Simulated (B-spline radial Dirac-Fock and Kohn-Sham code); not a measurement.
**Magnetic form factor of the 4d shell of Ta³⁶⁺**

System: Ta³⁶⁺, [Kr] 4d1.

Input file task.json (cfg lists n, l and occupation; rrms is the nuclear radius in fm):

```json
{"items": [{
  "Z": 73,
  "q": 36,
  "cfg": [[1, 0, 2], [2, 0, 2], [2, 1, 6], [3, 0, 2], [3, 1, 6], [3, 2, 10], [4, 0, 2], [4, 1, 6], [4, 2, 1]],
  "A": 181,
  "rrms": 5.3507,
  "do": ["scatter"],
  "s": [0.0, 0.05, 0.1, 0.15, 0.2, 0.25, 0.3, 0.35, 0.4, 0.45, 0.5, 0.6, 0.7, 0.8, 0.9, 1.0, 1.1, 1.2, 1.4, 1.6, 1.8, 2.0, 2.5, 3.0, 3.5, 4.0, 5.0, 6.0],
  "pz": [0, 0.1, 0.2, 0.3, 0.4, 0.5, 0.6, 0.8, 1.0, 1.2, 1.4, 1.6, 1.8, 2.0, 2.5, 3.0, 4.0, 5.0, 7.0, 10.0, 15.0, 20.0, 30.0, 40.0, 60.0, 100.0],
  "hv_scatter": [5000, 10000, 17479.3, 20000, 50000, 100000, 200000, 1000000]
}]}
```

Run with: `python xray_run.py task.json out`

These are calculated numbers from a radial atomic solver; the model is Dirac-Fock orbitals of the configuration average with a finite nucleus. ⟨j_K⟩ is the integral of the 4d radial density with the spherical Bessel function j_K(4πsr), s = sin θ/λ.

```
s (Å⁻¹)     ⟨j0⟩    ⟨j2⟩    ⟨j4⟩
      0   1.0000  0.0000  0.0000
   0.05   0.9962  0.0015  0.0000
    0.1   0.9847  0.0061  0.0000
   0.15   0.9659  0.0135  0.0001
    0.2   0.9401  0.0237  0.0002
   0.25   0.9078  0.0362  0.0005
    0.3   0.8697  0.0508  0.0010
   0.35   0.8264  0.0670  0.0018
    0.4   0.7787  0.0844  0.0030
   0.45   0.7276  0.1026  0.0046
    0.5   0.6739  0.1210  0.0067
    0.6   0.5622  0.1569  0.0128
    0.7   0.4505  0.1887  0.0214
    0.8   0.3448  0.2136  0.0325
    0.9   0.2500  0.2299  0.0457
      1   0.1691  0.2367  0.0603
    1.1   0.1040  0.2343  0.0755
    1.2   0.0548  0.2236  0.0902
    1.4  -0.0001  0.1834  0.1145
    1.6  -0.0111  0.1310  0.1277
```

Radial moments of the shell: ⟨r²⟩ = 0.2086, ⟨r⁴⟩ = 0.06340, ⟨r⁶⟩ = 0.02530 in powers of bohr.
